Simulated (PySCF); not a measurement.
**Diatomic anions of F with the fifth-period p block**

CCSD(T) with triple-zeta basis sets in PySCF, for the lowest determinant that a PBE0 search found; no spin–orbit coupling. De refers to high-spin ground-configuration atoms (the charge goes to the atom of lower measured ionisation energy or higher electron affinity, which is not always the lowest computed limit).

| M | basis | reference, frozen orbitals | charged atom | state (unpaired electrons) | Re (Å) | ωe (cm⁻¹) | De (eV) |
| --- | --- | --- | --- | --- | --- | --- | --- |
| In | def2-TZVPPD | UHF, 5 | F− | doublet (π ↑) | 2.079 | 418 | 2.26 |
| Sn | def2-TZVPPD | UHF, 5 | F− | triplet (π ↑↑) | 2.042 | 451 | 2.75 |
| Sb | def2-TZVPPD | UHF, 5 | F− | doublet (π ↑) | 2.018 | 481 | 1.62 |

The shortest bond is that of SbF⁻ (2.018 Å), the longest that of InF⁻ (2.079 Å). SnF⁻ is bound most strongly (2.75 eV) and SbF⁻ least (1.62 eV).

The state changes along the series, so neighbouring rows are not always alike in their bonding.

Correlated steps freeze 5 core orbitals. These are scalar-relativistic numbers at best; spin–orbit coupling would shift them, the dissociation energy most. For an ion De counts to the pair picked by the measured ionisation energies or electron affinities, which need not be the lowest pair at this level. States were picked by a PBE0 search and need not be the measured ground states.
